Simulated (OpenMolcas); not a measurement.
**What dynamic correlation does to the levels of K**

| Item | Value |
| --- | --- |
| Program | OpenMolcas |
| Basis | ANO-RCC-VQZP [7s6p3d2f1g] |
| Scalar Hamiltonian | DKH2, point nucleus |
| Active space | 1 electron in 9 orbitals (3d 4s 4p) |
| State averaging | 2S+1 = 2 even, 1 root; 2S+1 = 2 odd, 3 roots |
| Spin-orbit coupling | RASSI with atomic mean-field integrals over the reference wave functions, term energies averaged over their components |

Methods on the same reference wave functions:
A. CASSCF
B. SS-CASPT2, IPEA 0.25 Eh, imaginary shift 0.1 Eh (closed shells correlated: 3s 3p)

Energies in eV above 4s 2S 1/2, the measured ground level; measured values from NIST Handbook of Basic Atomic Spectroscopic Data.

| Level | A | B | Measured |
| --- | --- | --- | --- |
| 4s 2S 1/2 | 0.0000 | 0.0000 | 0.0000 |
| 4p 2P* 1/2 | 1.4253 | 1.621 | 1.6100 |
| 4p 2P* 3/2 | 1.4296 | 1.625 | 1.6171 |

Deviations, from unrounded energies. A percentage is the sum of absolute deviations over the sum of measured energies, with the sign that they share, or ± where signs differ.

```
           Against measurement  Levels      A     B
mean absolute deviation (cm-1)       2   1500    77
      other configurations (%)       2  -11.5  +0.6
```

B lies closest to measurement on these levels. The largest miss of B in the table is 4p 2P* 1/2, by +88 cm-1. The ranking rests on the paired levels alone, and a cruder setting can come out closer through cancelling errors.

The lowest spin-free term lies below A's lowest term by 0.249 hartree in B.

ANO sets are built for ground and valence states and can reach diffuse excited orbitals poorly. No level of 3d was computed, though it lies in the active space. With one active electron the reference holds no correlation, so core polarisation is missing (holds for A). With one active electron, CASPT2 adds the correlation within the correlated inactive shells and between them and that electron, and leaves the splitting within a term as the reference gives it (holds for B). Computed and measured levels are paired by configuration, term and J; levels that our copy of the source lacks, or whose pairing is in doubt (as where it misses far off the trend of its configuration), stay unpaired and out of the deviations. Levels of configurations outside the active space are missing.

* marks odd parity.
